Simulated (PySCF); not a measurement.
Mo(O)2(OH) (HMoO₃), SMILES [O]=[Mo](=[O])[OH] (connectivity only; charge and spin as stated), neutral, multiplicity 2.

Geometry optimised at B3LYP-D3(BJ)/def2-SVP. A frequency run showed that this geometry is not a minimum. The spin state was assumed, not searched. The isomer is the one that the SMILES or the coordinates give; other isomers of the formula were not compared. The def2 effective core potentials stand for the cores of Mo; spin–orbit coupling is left out. Other conformers were not sampled.

Calculation: B3LYP-D3(BJ)/def2-SVP (PySCF).

Frequencies are harmonic and unscaled.

Computed normal modes with their intensities:
| mode | ν (cm⁻¹) | IR (km/mol) | moving atoms (share of kinetic energy) |
|---|---|---|---|
| 1 | 310i | 179.5 | H 80 %, O 19 % |
| 2 | 106i | 1.9 | O 55 %, Mo 31 %, H 14 % |
| 3 | 210 | 0.6 | O 73 %, H 14 %, Mo 13 % |
| 4 | 323 | 1.3 | O 91 %, Mo 9 % |
| 5 | 472 | 125.9 | H 76 %, O 21 % |
| 6 | 770 | 99.3 | O 81 %, Mo 14 % |
| 7 | 997 | 228.4 | O 80 %, Mo 20 % |
| 8 | 1029 | 92.2 | O 89 %, Mo 11 % |
| 9 | 3932 | 370.9 | H 94 % |
